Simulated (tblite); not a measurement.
Compound: C8H13OP.
SMILES with atom numbers: `[CH3:1][c:2]1[o:3][c:4]([C:5]([CH3:6])([CH3:7])[CH3:8])[cH:9][p:10]1` (hydrogens: H11, H12, H13 on C1; H14, H15, H16 on C6; H17, H18, H19 on C7; H20, H21, H22 on C8; H23 on C9)

Computed with GFN2-xTB (tblite), gas phase: L-BFGS steps from a force-field or distance-geometry start until the largest atomic force falls under 0.01 eV/Å.

Step 28: E = -825.5316 eV
```
atom  x, y, z in Å  |  force x, y, z in eV/Å
C1      3.6963    0.1598    0.2475   -0.024  -0.009   0.006
C2      2.3617    0.5820   -0.2722   -0.007  -0.060   0.018
O3      1.2828   -0.0307    0.2427    0.012  -0.128   0.143
C4      0.1363    0.4036   -0.3005    0.138   0.010  -0.006
C5     -1.1682   -0.2292    0.1182    0.149   0.035  -0.052
C6     -0.9106   -1.2698    1.2078   -0.023   0.080  -0.064
C7     -1.7960   -0.9430   -1.1038    0.001   0.035   0.022
C8     -2.1073    0.8596    0.6604    0.049  -0.138  -0.055
C9      0.3154    1.3663   -1.2402   -0.015   0.087  -0.094
P10     2.0189    1.7570   -1.4737   -0.054   0.036  -0.035
H11     4.4388    0.2650   -0.5409    0.017   0.019   0.059
H12     3.6634   -0.8789    0.5753   -0.026   0.050   0.002
H13     4.0005    0.7806    1.0937   -0.021  -0.054  -0.037
H14    -0.2632   -2.0512    0.8292    0.094  -0.122  -0.019
H15    -0.4378   -0.8286    2.0779    0.016   0.078   0.088
H16    -1.8585   -1.7061    1.4967   -0.096  -0.102   0.157
H17    -1.9671   -1.9884   -0.8637   -0.064  -0.022  -0.071
H18    -1.1424   -0.9011   -1.9717    0.006   0.016   0.024
H19    -2.7468   -0.4964   -1.3773   -0.015   0.050  -0.010
H20    -3.0984    0.4438    0.7969   -0.145  -0.049   0.059
H21    -2.1771    1.6974   -0.0257    0.019   0.020  -0.043
H22    -1.7569    1.2233    1.6218    0.075   0.056   0.008
H23    -0.4883    1.8117   -1.7884   -0.087   0.111  -0.098
```

Step 29: E = -825.5357 eV
```
atom  x, y, z in Å  |  force x, y, z in eV/Å
C1      3.6985    0.1621    0.2484   -0.029  -0.011   0.000
C2      2.3633    0.5831   -0.2687   -0.038  -0.052   0.007
O3      1.2844   -0.0320    0.2444   -0.010  -0.120   0.112
C4      0.1376    0.4018   -0.3002    0.124   0.030  -0.028
C5     -1.1683   -0.2313    0.1162    0.152   0.034  -0.052
C6     -0.9138   -1.2722    1.2055    0.002  -0.006   0.007
C7     -1.7975   -0.9447   -1.1052    0.005   0.031   0.023
C8     -2.1064    0.8586    0.6577    0.005  -0.069  -0.018
C9      0.3154    1.3680   -1.2376    0.004   0.084  -0.079
P10     2.0198    1.7620   -1.4663   -0.073   0.028  -0.038
H11     4.4398    0.2710   -0.5400    0.027   0.025   0.051
H12     3.6694   -0.8769    0.5732   -0.032   0.026   0.008
H13     4.0005    0.7807    1.0957   -0.005  -0.035  -0.014
H14    -0.2814   -2.0685    0.8194    0.018  -0.007   0.052
H15    -0.4252   -0.8329    2.0715   -0.012   0.021   0.004
H16    -1.8672   -1.6942    1.5097   -0.001  -0.066   0.113
H17    -1.9727   -1.9894   -0.8622   -0.067  -0.003  -0.079
H18    -1.1411   -0.9079   -1.9719   -0.015   0.020   0.033
H19    -2.7468   -0.4942   -1.3790    0.004   0.039  -0.018
H20    -3.0959    0.4367    0.8145   -0.033   0.014   0.038
H21    -2.1884    1.6900   -0.0401    0.010  -0.068   0.032
H22    -1.7421    1.2387    1.6115    0.024   0.011  -0.085
H23    -0.4867    1.8186   -1.7864   -0.061   0.076  -0.068
```

Step 30: E = -825.5393 eV
```
atom  x, y, z in Å  |  force x, y, z in eV/Å
C1      3.6992    0.1631    0.2485   -0.023  -0.009  -0.004
C2      2.3642    0.5833   -0.2677   -0.055  -0.031  -0.012
O3      1.2867   -0.0339    0.2467   -0.035  -0.061   0.029
C4      0.1407    0.4005   -0.3003    0.052   0.038  -0.042
C5     -1.1663   -0.2328    0.1143    0.091   0.011  -0.026
C6     -0.9153   -1.2737    1.2046    0.020  -0.041   0.050
C7     -1.7985   -0.9448   -1.1065    0.009   0.022   0.016
C8     -2.1058    0.8563    0.6559   -0.003  -0.024   0.001
C9      0.3144    1.3694   -1.2376    0.013   0.056  -0.042
P10     2.0188    1.7656   -1.4627   -0.058   0.004  -0.024
H11     4.4424    0.2730   -0.5371    0.034   0.035   0.027
H12     3.6714   -0.8751    0.5718   -0.039  -0.017   0.019
H13     3.9984    0.7796    1.0967    0.013  -0.008   0.019
H14    -0.2901   -2.0773    0.8170   -0.007   0.041   0.080
H15    -0.4201   -0.8330    2.0677   -0.011  -0.005  -0.028
H16    -1.8691   -1.6903    1.5210    0.038  -0.035   0.062
H17    -1.9776   -1.9898   -0.8648   -0.064   0.019  -0.073
H18    -1.1406   -0.9105   -1.9723   -0.022   0.022   0.028
H19    -2.7467   -0.4905   -1.3805    0.026   0.030  -0.016
H20    -3.0947    0.4331    0.8250    0.032   0.033   0.018
H21    -2.1943    1.6845   -0.0466    0.000  -0.099   0.046
H22    -1.7341    1.2470    1.6038    0.008  -0.014  -0.103
H23    -0.4878    1.8233   -1.7869   -0.019   0.031  -0.024
```

Step 31: E = -825.5427 eV
```
atom  x, y, z in Å  |  force x, y, z in eV/Å
C1      3.6995    0.1637    0.2479   -0.018  -0.004   0.002
C2      2.3652    0.5837   -0.2690   -0.055  -0.011  -0.026
O3      1.2897   -0.0360    0.2482   -0.057   0.004  -0.067
C4      0.1445    0.3984   -0.3009   -0.041   0.038  -0.047
C5     -1.1635   -0.2354    0.1122    0.006  -0.019   0.011
C6     -0.9157   -1.2751    1.2053    0.022  -0.041   0.065
C7     -1.7996   -0.9435   -1.1091    0.011   0.012   0.011
C8     -2.1048    0.8528    0.6542    0.005  -0.005   0.010
C9      0.3125    1.3698   -1.2384    0.014   0.025   0.003
P10     2.0155    1.7704   -1.4605   -0.014  -0.028  -0.007
H11     4.4486    0.2721   -0.5318    0.023   0.053   0.006
H12     3.6708   -0.8738    0.5701   -0.046  -0.051   0.029
H13     3.9932    0.7781    1.0985    0.032   0.011   0.040
H14    -0.2950   -2.0828    0.8200    0.007   0.043   0.078
H15    -0.4184   -0.8293    2.0638    0.024  -0.009  -0.015
H16    -1.8660   -1.6908    1.5360    0.031  -0.003   0.000
H17    -1.9846   -1.9891   -0.8722   -0.058   0.039  -0.054
H18    -1.1403   -0.9109   -1.9737   -0.022   0.025   0.015
H19    -2.7457   -0.4832   -1.3827    0.047   0.019  -0.012
H20    -3.0928    0.4305    0.8350    0.061   0.022  -0.001
H21    -2.1994    1.6778   -0.0500   -0.010  -0.087   0.010
H22    -1.7280    1.2532    1.5951    0.020  -0.023  -0.066
H23    -0.4905    1.8262   -1.7877    0.018  -0.011   0.017
```

Problem. Estimate the geometry and energy of step 32. (The exact step hangs on the optimiser's Hessian estimate; all steps are aligned on step 31, rigid shifts and turns removed.)

Solution. E = -825.5444 eV, largest force 0.112 eV/Å
```
atom  x, y, z in Å  |  force x, y, z in eV/Å
C1      3.7000    0.1642    0.2477   -0.018  -0.003   0.012
C2      2.3657    0.5845   -0.2706   -0.038  -0.009  -0.023
O3      1.2913   -0.0377    0.2470   -0.055   0.021  -0.095
C4      0.1460    0.3963   -0.3017   -0.070   0.030  -0.039
C5     -1.1623   -0.2376    0.1109   -0.032  -0.031   0.029
C6     -0.9160   -1.2760    1.2064    0.019  -0.022   0.056
C7     -1.8003   -0.9423   -1.1113    0.009   0.007   0.009
C8     -2.1038    0.8506    0.6530    0.009  -0.004   0.009
C9      0.3115    1.3696   -1.2379    0.005   0.017   0.016
P10     2.0127    1.7747   -1.4585    0.019  -0.043  -0.003
H11     4.4542    0.2719   -0.5277   -0.004   0.062   0.009
H12     3.6697   -0.8740    0.5690   -0.047  -0.042   0.027
H13     3.9896    0.7776    1.1010    0.036   0.004   0.029
H14    -0.2991   -2.0862    0.8228    0.028   0.024   0.066
H15    -0.4153   -0.8262    2.0601    0.045  -0.008   0.005
H16    -1.8636   -1.6900    1.5467    0.015   0.011  -0.029
H17    -1.9904   -1.9877   -0.8783   -0.054   0.038  -0.038
H18    -1.1406   -0.9108   -1.9753   -0.014   0.026   0.008
H19    -2.7441   -0.4774   -1.3852    0.048   0.017  -0.010
H20    -3.0896    0.4282    0.8430    0.056   0.008  -0.007
H21    -2.2050    1.6719   -0.0531   -0.011  -0.069  -0.018
H22    -1.7227    1.2580    1.5881    0.036  -0.021  -0.032
H23    -0.4928    1.8254   -1.7861    0.019  -0.013   0.020
```

The energy changes by -0.0017 eV. The first-order estimate −F·Δx gives -0.0023 eV and the mean of the old and new forces, exact on a quadratic surface, -0.0017 eV. The step makes an angle of 72° with the force vector and moves no atom by more than 0.011 Å.

What follows is the cost of the whole relaxation. On one thread, Arm Neoverse V1 (aarch64), shared host, this took 1.1 s wall.
